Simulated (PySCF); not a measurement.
Species: C7H13P.
InChI=1S/C7H13P/c1-5-6-8(4)7(2)3/h7H,1-4H3

Level: CAM-B3LYP/def2-SVPD in PySCF, non-relativistic, on one gas-phase PBE0-D3(BJ)/def2-SVP geometry that isn't relaxed in the solvent. The solvent is an IEF-PCM continuum (van der Waals radii × 1.2), and excitations are vertical TDDFT with non-equilibrium linear response and a frozen core. Only the electrostatic response of the medium enters.

Gas-phase singlets (H = HOMO, L = LUMO):

| state | E (eV) | λ (nm) | f | leading configurations |
| --- | --- | --- | --- | --- |
| S1 | 5.271 | 235 | 0.018 | H→L+1 44%, H→L 18% |
| S2 | 5.827 | 213 | 0.083 | H→L 28%, H→L+2 26% |
| S3 | 6.252 | 198 | 0.002 | H→L 43%, H→L+1 26% |
| S4 | 6.389 | 194 | 0.011 | H-1→L+3 30%, H-1→L+2 24% |
| S5 | 6.681 | 186 | 0.115 | H→L+2 21%, H→L+1 12% |

Q: What are the lowest 5 singlets in acetonitrile (ε = 35.69)?

A: 
```
state  E (eV)  λ (nm)      f  leading configurations  change by rank (eV)
   S1   5.362     231  0.026      H→L+1 43%, H→L 34%               +0.091
   S2   5.878     211  0.115      H→L+2 37%, H→L 22%               +0.051
   S3   6.365     195  0.000      H→L+1 32%, H→L 30%               +0.113
   S4   6.412     193  0.014  H-1→L+2 40%, H-1→L 16%               +0.023
   S5   6.791     183  0.282  H→L+2 21%, H-1→L+1 14%               +0.110
```

Q: How do the frontier levels move from gas to acetonitrile?

A: 
```csv
orbital,gas (eV),solvent (eV),change (eV)
LUMO+2,1.53,1.56,+0.03
LUMO+1,1.38,1.39,+0.01
LUMO,1.19,1.24,+0.05
HOMO,-7.46,-7.64,-0.18
HOMO-1,-8.77,-8.86,-0.09
HOMO-2,-9.54,-9.68,-0.14
HOMO-3,-10.31,-10.30,+0.01
```

The HOMO–LUMO gap goes from 8.64 to 8.88 eV. Rows go by rank; for LUMO+1 and LUMO+2 the atom shares or the degeneracy differ between the runs, so the row needn't follow one orbital.

Shape of the structure used: `[CH3:1][C:2]#[C:3][P:4]([CH3:5])[CH:6]([CH3:7])[CH3:8]`: C3–P4–C6–C7 171°.
